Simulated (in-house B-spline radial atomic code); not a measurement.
Computed with a B-spline radial atomic code. Model: two electrons, singlet ground state, non-relativistic, full CI in B-splines with partial waves to l = 8 (at full coupling up to 3e-4 hartree above the limit, correlation up to 0.6 % small), density held at that of full coupling by Lieb maximisation.

Along the adiabatic connection the electron repulsion is scaled by a coupling λ while a local potential keeps the density fixed. At λ = 0 the system is the Kohn-Sham one and W equals the exchange energy; the exchange-correlation energy is the area under W between 0 and 1. The kinetic energy rises with λ as the electrons avoid each other, with dT/dλ = −λ dW/dλ.

Command:
```bash
python run_ac.py task.json out
```
Settings (lengths in bohr, energies in hartree):
```
potential              yukawa
strength               3.64
lmax                   8
second                 0.152
```

Time taken, with all properties: 12 s on 1 thread of Intel(R) Xeon(R) Processor @ 2.30GHz, on a shared host.

**W = mean repulsion less Hartree energy, and W of three functionals.**

Given: confinement screened point charge; nuclear charge 3.64; screening of the nucleus 0.152 1/bohr; external potential -Z exp(-k r)/r.

Computed: LDA exchange minus exact 287.24 millihartree; PBE exchange minus exact 33.775 millihartree.

```json
{"coupling": "0", "W xc (hartree)": "-2.0471", "W xc minus exchange (millihartree)": "0", "kinetic minus Kohn-Sham (millihartree)": "0", "LDA (PW92) W minus its exchange (millihartree)": "0", "PBE W minus its exchange (millihartree)": "0", "SCAN W minus its exchange (millihartree)": "0"}
{"coupling": "0.02", "W xc (hartree)": "-2.049", "W xc minus exchange (millihartree)": "-1.882", "kinetic minus Kohn-Sham (millihartree)": "0", "LDA (PW92) W minus its exchange (millihartree)": "-13.54", "PBE W minus its exchange (millihartree)": "-1.84", "SCAN W minus its exchange (millihartree)": "-1.84"}
{"coupling": "0.05", "W xc (hartree)": "-2.0518", "W xc minus exchange (millihartree)": "-4.689", "kinetic minus Kohn-Sham (millihartree)": "0.1", "LDA (PW92) W minus its exchange (millihartree)": "-28.32", "PBE W minus its exchange (millihartree)": "-4.63", "SCAN W minus its exchange (millihartree)": "-4.55"}
{"coupling": "0.12", "W xc (hartree)": "-2.0583", "W xc minus exchange (millihartree)": "-11.167", "kinetic minus Kohn-Sham (millihartree)": "0.7", "LDA (PW92) W minus its exchange (millihartree)": "-55.66", "PBE W minus its exchange (millihartree)": "-11.18", "SCAN W minus its exchange (millihartree)": "-10.75"}
{"coupling": "0.25", "W xc (hartree)": "-2.0701", "W xc minus exchange (millihartree)": "-22.934", "kinetic minus Kohn-Sham (millihartree)": "2.8", "LDA (PW92) W minus its exchange (millihartree)": "-95.35", "PBE W minus its exchange (millihartree)": "-23.32", "SCAN W minus its exchange (millihartree)": "-21.85"}
{"coupling": "0.4", "W xc (hartree)": "-2.0833", "W xc minus exchange (millihartree)": "-36.102", "kinetic minus Kohn-Sham (millihartree)": "7.1", "LDA (PW92) W minus its exchange (millihartree)": "-132.46", "PBE W minus its exchange (millihartree)": "-37.13", "SCAN W minus its exchange (millihartree)": "-34.14"}
{"coupling": "0.6", "W xc (hartree)": "-2.1002", "W xc minus exchange (millihartree)": "-53.011", "kinetic minus Kohn-Sham (millihartree)": "15.6", "LDA (PW92) W minus its exchange (millihartree)": "-173.88", "PBE W minus its exchange (millihartree)": "-55.07", "SCAN W minus its exchange (millihartree)": "-49.76"}
{"coupling": "0.8", "W xc (hartree)": "-2.1164", "W xc minus exchange (millihartree)": "-69.221", "kinetic minus Kohn-Sham (millihartree)": "26.9", "LDA (PW92) W minus its exchange (millihartree)": "-209.41", "PBE W minus its exchange (millihartree)": "-72.39", "SCAN W minus its exchange (millihartree)": "-64.62"}
{"coupling": "1", "W xc (hartree)": "-2.1319", "W xc minus exchange (millihartree)": "-84.772", "kinetic minus Kohn-Sham (millihartree)": "40.9", "LDA (PW92) W minus its exchange (millihartree)": "-240.82", "PBE W minus its exchange (millihartree)": "-89.09", "SCAN W minus its exchange (millihartree)": "-78.8"}
{"coupling": "1.4", "W xc (hartree)": "?", "W xc minus exchange (millihartree)": "?", "kinetic minus Kohn-Sham (millihartree)": "?", "LDA (PW92) W minus its exchange (millihartree)": "?", "PBE W minus its exchange (millihartree)": "?", "SCAN W minus its exchange (millihartree)": "?"}
{"coupling": "2", "W xc (hartree)": "-2.201", "W xc minus exchange (millihartree)": "-153.88", "kinetic minus Kohn-Sham (millihartree)": "143.4", "LDA (PW92) W minus its exchange (millihartree)": "-361.55", "PBE W minus its exchange (millihartree)": "-163.7", "SCAN W minus its exchange (millihartree)": "-141.46"}
{"coupling": "3", "W xc (hartree)": "?", "W xc minus exchange (millihartree)": "?", "kinetic minus Kohn-Sham (millihartree)": "?", "LDA (PW92) W minus its exchange (millihartree)": "?", "PBE W minus its exchange (millihartree)": "?", "SCAN W minus its exchange (millihartree)": "?"}
{"coupling": "4.5", "W xc (hartree)": "-2.3278", "W xc minus exchange (millihartree)": "-280.65", "kinetic minus Kohn-Sham (millihartree)": "544.2", "LDA (PW92) W minus its exchange (millihartree)": "-546.12", "PBE W minus its exchange (millihartree)": "-302.16", "SCAN W minus its exchange (millihartree)": "-257.57"}
{"coupling": "7", "W xc (hartree)": "-2.4135", "W xc minus exchange (millihartree)": "-366.34", "kinetic minus Kohn-Sham (millihartree)": "1030.6", "LDA (PW92) W minus its exchange (millihartree)": "-661.14", "PBE W minus its exchange (millihartree)": "-398.62", "SCAN W minus its exchange (millihartree)": "-338.86"}
{"coupling": "10", "W xc (hartree)": "-2.4853", "W xc minus exchange (millihartree)": "-438.16", "kinetic minus Kohn-Sham (millihartree)": "1634.6", "LDA (PW92) W minus its exchange (millihartree)": "-757.16", "PBE W minus its exchange (millihartree)": "-483.14", "SCAN W minus its exchange (millihartree)": "-409.68"}
```

**Question.** What belongs in the row 1.4?

**Answer.** W xc (hartree): -2.1612; W xc minus exchange (millihartree): -114.05; kinetic minus Kohn-Sham (millihartree): 75.9; LDA (PW92) W minus its exchange (millihartree): -294.96; PBE W minus its exchange (millihartree): -120.64; SCAN W minus its exchange (millihartree): -105.38.

**Question.** What belongs in the row 3?

**Answer.** W xc (hartree): -2.2583; W xc minus exchange (millihartree): -211.17; kinetic minus Kohn-Sham (millihartree): 285.8; LDA (PW92) W minus its exchange (millihartree): -448.54; PBE W minus its exchange (millihartree): -225.92; SCAN W minus its exchange (millihartree): -193.53.

**Question.** What is the SCAN exchange minus exact?

**Answer.** -4.5865 millihartree.

**Energy parts, natural occupations and partial-wave weights.**

Computed: total energy -10.0608 hartree; exchange energy -2.0471 hartree; kinetic part of the DFT correlation energy 0.040877 hartree; kinetic part over minus potential part 0.4822; Hartree energy 4.0943 hartree; Kohn-Sham kinetic 11.052 hartree; Lieb Oxford ratio E_xc over LDA exchange 1.1882.

```json
{"natural": "s", "occupation of the shell (electrons)": "1.9956"}
{"natural": "p", "occupation of the shell (electrons)": "0.0023407"}
{"natural": "s", "occupation of the shell (electrons)": "0.0017394"}
{"natural": "d", "occupation of the shell (electrons)": "0.00011696"}
{"natural": "p", "occupation of the shell (electrons)": "?"}
{"natural": "s", "occupation of the shell (electrons)": "3.67e-05"}
```

**Question.** What belongs in the row p?

**Answer.** occupation of the shell (electrons): 8.467e-05.

```csv
wave,weight
s,0.9987
p,0.001217
d,6.5663e-05
f,?
g,2.2212e-06
```

**Question.** What belongs in the row f?

**Answer.** weight: 9.4484e-06.

**Question.** What is the correlation energy?

**Answer.** -0.043894 hartree.

**Question.** What is the initial slope twice GL2?

**Answer.** -0.094333 hartree.

Half-way to full coupling W has made 53 % of its drop, against 50 % for a straight line, and second-order (GL2) theory, half the initial slope, overshoots the correlation energy by about 7 %: correlation is weak here. Over couplings 0 to 1 the errors in E_xc come to about +186 millihartree for LDA, +32 millihartree for PBE, -1.9 millihartree for SCAN, so SCAN is nearest. In LDA and PBE and SCAN the errors of exchange and correlation have opposite signs, so the sum is smaller than the larger of the two.
